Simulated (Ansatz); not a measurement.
Isolated molecules relaxed with PBE0-D4/def2-TZVP in Ansatz; ΔE leaves out vibrations. CCSD(T)/CBS is the MP2 limit (def2-TZVPP, def2-QZVPP) plus CCSD(T) − MP2 in def2-TZVPP, frozen cores. Functionals use def2-TZVPP. For Ge outer-core shells are correlated without core-valence functions, which leaves a few kJ/mol of doubt a bond. Scalar relativity is left out up to krypton. One conformer a species, not always the lowest.

Reaction (redistribution): `N[SiH](N)F` + `[OH][GeH2][O][SiH3]` → `N[SiH](N)O[SiH3]` + `[OH][GeH2][F]`

`N[SiH](N)F`:

Z-matrix (Å, degrees):
```
Si
N 1 1.694
F 1 1.604 2 116.3
N 1 1.699 2 107.9 3 116.0
H 1 1.482 2 106.1 3 -115.6
H 2 1.006 1 121.4 3 85.7
H 2 1.007 1 121.8 3 -68.8
H 4 1.006 1 121.0 2 -157.4
H 4 1.006 1 121.2 2 50.4
```

`[OH][GeH2][O][SiH3]`:

```xyz
10

O    -2.031   -0.640   -0.433
Ge   -1.045   -0.208    0.972
O     0.662   -0.238    0.506
Si    1.533    0.497   -0.670
H    -1.923   -1.554   -0.706
H    -1.168   -1.248    2.093
H    -1.465    1.220    1.323
H     1.458   -0.268   -1.943
H     2.948    0.561   -0.225
H     1.032    1.878   -0.917
```

`N[SiH](N)O[SiH3]`:

```xyz
13

N    -1.780   -0.296    0.110
Si   -0.219   -0.970    0.280
N     0.182   -1.619   -1.241
O     0.722    0.248    0.856
Si    1.111    1.793    0.498
H    -2.141    0.337    0.804
H    -2.515   -0.830   -0.322
H    -0.029   -2.072    1.254
H     0.888   -2.329   -1.333
H     0.062   -1.089   -2.089
H     1.284    1.976   -0.969
H     2.384    2.128    1.183
H     0.049    2.722    0.969
```

`[OH][GeH2][F]`:

```xyz
6

O    -0.220    0.310   -1.324
Ge   -0.047    0.115    0.417
F    -0.473   -1.525    0.809
H     0.414   -0.201   -1.832
H     1.410    0.268    0.873
H    -1.084    1.033    1.057
```

**Question.** Is it downhill or uphill in electronic energy at CCSD(T)/CBS, and by how much? (Best estimate.)

**Answer.** Computed: Uphill: ΔE = +14.2 kJ/mol.

**Question.** What do these levels give: r2SCAN-D4, PBE0-D4, B2PLYP, HF/def2-TZVPP, SCS-MP2/def2-TZVPP, HF/def2-QZVPP? (Best estimate.)

**Answer.** The calculation gave: r2SCAN-D4 9.9, PBE0-D4 9.7, B2PLYP 12.5, HF/def2-TZVPP 12.7, SCS-MP2/def2-TZVPP 13.7, HF/def2-QZVPP 12.0 kJ/mol.

Largest T1 diagnostic among the species: 0.012.
